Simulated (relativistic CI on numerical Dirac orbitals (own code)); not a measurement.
Calculated at this level of theory: Dirac-Coulomb-Breit CI, KLI orbitals optimised for each configuration, QED by a radiative potential, unscaled Slater integrals (own radial code, finite nucleus).

Configurations in the expansion (outside the closed core 1s2): 2s2 2p6, 2s2 2p5 3s, 2s2 2p5 3p, 2s2 2p5 3d, 2s 2p6 3s, 2s 2p6 3p, 2s 2p6 3d, 2s2 2p5 4s, 2s2 2p5 4p, 2s2 2p5 4d, 2s2 2p5 4f, 2s2 2p4 3s2, 2s2 2p4 3s 3p, 2s 2p6 4s, 2s2 2p5 5s, 2s 2p6 4p, 2s2 2p5 5p, 2s2 2p4 3s 3d, 2s2 2p5 5d, 2s2 2p4 3p2, 2s2 2p5 5f, 2s 2p6 4d, 2s2 2p5 5g, 2s 2p6 4f, 2s2 2p4 3p 3d, 2s 2p5 3s2, 2s2 2p4 3d2, 2s 2p5 3s 3p, 2s 2p5 3s 3d, 2s 2p5 3p2, 2s 2p6 5s, 2s 2p6 5p, 2s 2p5 3p 3d, 2s 2p6 5d, 2s 2p6 5f, 2s 2p6 5g. Levels of other configurations are missing.

At this charge energies of transitions that change n are usually good to better than 1 %, and those within a shell (Δn = 0) to a few per cent.

Outline of the computed level scheme of W LXV. Lowest level of each configuration: 2s2 2p6 1S_0 at 0.0 eV; 2s2 2p5 3s 3P°_2 at 8295.7 eV; 2s2 2p5 3p 3P_1 at 8444.7 eV; 2s2 2p5 3d 3P°_0 at 8983.2 eV; 2s 2p6 3s 3S_1 at 10159.9 eV; 2s 2p6 3p 3P°_1 at 10318.2 eV; 2s 2p6 3d 3D_1 at 10865.7 eV; 2s2 2p5 4s 3P°_2 at 11620.3 eV; 2s2 2p5 4p 3P_1 at 11681.8 eV.

Some strong electric-dipole decays among the lowest 45 levels: 2s2 2p5 3d 1P°_1 → 2s2 2p6 1S_0 (2.8e+15 s⁻¹); 2s2 2p5 3d 3D°_1 → 2s2 2p6 1S_0 (1.5e+15 s⁻¹); 2s 2p6 3p 3P°_1 → 2s2 2p6 1S_0 (6.7e+14 s⁻¹); 2s 2p6 3p 1P°_1 → 2s2 2p6 1S_0 (4.5e+14 s⁻¹); 2s2 2p5 3s 1P°_1 → 2s2 2p6 1S_0 (1.6e+14 s⁻¹); 2s2 2p5 3d 3P°_1 → 2s2 2p6 1S_0 (8.2e+13 s⁻¹); 2s2 2p5 4p 3P_1 → 2s2 2p5 3s 3P°_2 (5.6e+13 s⁻¹); 2s2 2p5 4s 1P°_1 → 2s2 2p6 1S_0 (5.4e+13 s⁻¹).

LS names give the leading component of a level, which can be under half, so a name can repeat, a term be missing and a line seem to break the LS rules.
